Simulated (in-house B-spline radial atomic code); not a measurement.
Configurations of Ge²⁺, with energies counted from [Ar] 3d10 4s2. Level of theory: scalar-relativistic (X2C) BHandHLYP, spin-polarised, spherical fractional occupations, exact exchange averaged over the configuration, Fermi nucleus of rms radius 4.0742 fm; calculated with an all-electron radial atomic-structure program (B-spline basis). Shells without spins written out take the highest spin.

Occupations are held fixed; configurations that lie above the ionisation limit could autoionise.

| configuration | E - E(ref) (eV) | highest orbital | its <r> (bohr) |
| --- | --- | --- | --- |
| [Ar] 3d10 4s1 4d1 | 20.072 | 4d up | 3.49 |
| [Ar] 3d10 4s1 5f1 | 28.798 | 5f up | 9.931 |
| [Ar] 3d9 4s2 5d1 | 51.801 | 5d up | 6.789 |
| [Ne] 3s2 3p5 3d10 4s2 5s1 | 137.18 | 5s up | 4.244 |
| [Ne] 3s2 3p5 3d10 4s2 5d1 | 144.04 | 5d up | 6.783 |
| [Ne] 3s2 3p5 3d10 4s2 4f1 | 144.16 | 4f up | 5.613 |

Problem. Order these further configurations by energy, lowest first.
A. [Ar] 3d9 4s2 4d1
B. [Ar] 3d10 4s1 4f1
C. [Ar] 3d9 4s2 5s1
D. [Ar] 3d9 4s2 5f1
E. [Ne] 3s2 3p5 3d10 4s2 5f1

Solution. B (26.132 eV), C (44.958 eV), A (45.299 eV), D (54.623 eV), E (146.87 eV).

Problem. How far above the reference does [Ar] 3d9 4s2 4f1 lie?

Solution. 51.914 eV; its least bound orbital is 4f up with <r> = 5.613 bohr.
